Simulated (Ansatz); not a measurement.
System: sum formula FeO$_{2}$H$_{2}$, charge 0, multiplicity 5. The spin state was set by rule; other spins were not relaxed. 
Coordinates optimised at B3LYP-D3(BJ)/def2-TZVP (Ansatz, a first-principles code):
SMILES: [OH][Fe][OH]
```xyz
5

Fe    -0.0001    -0.0005    -0.0002
O      1.1657     0.2069    -1.3431
H      2.0675     0.5300    -1.3214
O     -1.1929    -0.3070     1.2994
H     -1.8470     0.2830     1.6763
```
Charge 0, spin multiplicity 5.

Total electronic energies in hartree. Correlated levels leave the core frozen unless marked. Open shells are spin-unrestricted. Spin-orbit coupling is left out. Frozen are the shells of the preceding noble gas and the d and f shells that filled before the atom's block. Non-relativistic. Basis-set limits of correlation are two-point, X^-3; Hartree-Fock from the larger set. The bracket is a focal-point correction in the basis named. The program attaches cautions to a run behind r2SCAN0-D4/def2-TZVPD: asymmetric forces. The program attaches cautions to a run behind r2SCAN0/def2-TZVPD: asymmetric forces.

| level | program | energy (Eh) |
|---|---|---|
| HF/def2-SVPD | Ansatz | -1413.12608 |
| RI-HF/def2-QZVPP | Ansatz | -1413.50097 |
| BLYP-D3(BJ)/def2-TZVPD | Ansatz + dftd3 | (withheld) |
| revPBE-D4/def2-TZVPD | Ansatz + dftd4 | (withheld) |
| PBE0/STO-3G | Ansatz | -1399.29909 |
| PBE0-D3(BJ)/def2-TZVP | Ansatz + dftd3 | -1415.10759 |
| BHLYP-D3(BJ)/def2-TZVPD | Ansatz + dftd3 | -1415.39087 |
| BHLYP-D4/def2-TZVPD | Ansatz + dftd4 | -1415.39051 |
| r2SCAN0-D4/def2-TZVPD | Ansatz + dftd4 | -1415.34722 |
| r2SCAN0/def2-TZVPD | Ansatz | -1415.34665 |
| HSE06-D3(BJ)/def2-TZVPD | Ansatz + dftd3 | -1415.09983 |
| CCSD(T)/def2-SVP | Ansatz | -1413.62509 |
| CCSD(T)/def2-TZVPP | Ansatz | -1414.19665 |
| RI-MP2/CBS(def2-TZVPPD,def2-QZVPPD)+[CCSD(T)-MP2]/def2-SVPD | Ansatz | -1414.3251 |
| RI-MP2/CBS(def2-TZVPPD,def2-QZVPPD)+[CCSD(T)-MP2]/def2-TZVPPD | Ansatz | -1414.3276 |

### Question
Fill in the missing entries.

### Answer

- BLYP-D3(BJ)/def2-TZVPD, energy (Eh): -1415.55001
- revPBE-D4/def2-TZVPD, energy (Eh): -1415.35762
